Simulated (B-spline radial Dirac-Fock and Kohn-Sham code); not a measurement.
# Binding energies of Bi in different valence configurations

The computed values come from a radial B-spline solver: Dirac-Fock energy differences between relaxed states, corrected for Breit and QED terms. Correlation energy is missing from these numbers.

Reference: the tabulated ground configuration [Xe] 4f14 5d10 6s2 6p3, with 1s 90529.7 eV, 2s 16401.7 eV, 2p3/2 13426.5 eV, 3s 4014.9 eV, 4s 953.9 eV, 5d3/2 34.30 eV, Kα1 77103.2 eV, Kβ1 87338.6 eV, Lα1 10837.5 eV, Lβ2 12974.6 eV.

Shifts from the reference in eV.

```tsv
configuration	average energy	1s	2s	2p3/2	3s	4s	5d3/2	Kα1	Kβ1	Lα1	Lβ2
[Xe] 4f14 5d10 6s1 6p4	+10.23	+1.92	+1.87	+1.93	+1.87	+1.82	+1.77	-0.01	-0.03	-0.01	-0.02
```
